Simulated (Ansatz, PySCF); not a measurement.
Ways to break one bond of BO (H3BO):

A. BO (H3BO) [borinic acid] -> [BH]O + H atom
B. BO (H3BO) [borinic acid] → [BH2] (BH2) + [OH] (HO)
C. BO (H3BO) -> B[O] + H atom

Quantity: bond dissociation energy (enthalpy at 298 K, with B3LYP-D3(BJ) rigid-rotor harmonic-oscillator terms), kcal/mol. Each molecule is optimised on its own at B3LYP-D3(BJ)/def2-TZVP (Ansatz, a program for electronic structure), one conformer each, not searched for the lowest. Frequencies are from Ansatz or PySCF. Cores are frozen in the correlated levels unless marked. UHF or UKS for open shells. Spin-orbit coupling is left out. Non-relativistic. CBS(X,Y): correlation extrapolated as X^-3; Hartree-Fock from the larger set.

```
   B3LYP-D3(BJ)/def2-TZVPD (Ansatz + dftd3)  SCS-MP2/aug-cc-pVQZ (Ansatz)  CCSD/6-31G* (Ansatz)  CCSD(T)/CBS(aug-cc-pVTZ,aug-cc-pVQZ) (Ansatz)
-  ----------------------------------------  ----------------------------  --------------------  ---------------------------------------------
A                                     104.1                         106.5                  98.5                                          105.7
B                                     147.9                         154.5                 144.5                                          152.1
C                                      95.0                         109.9                  86.5                                          102.1
```
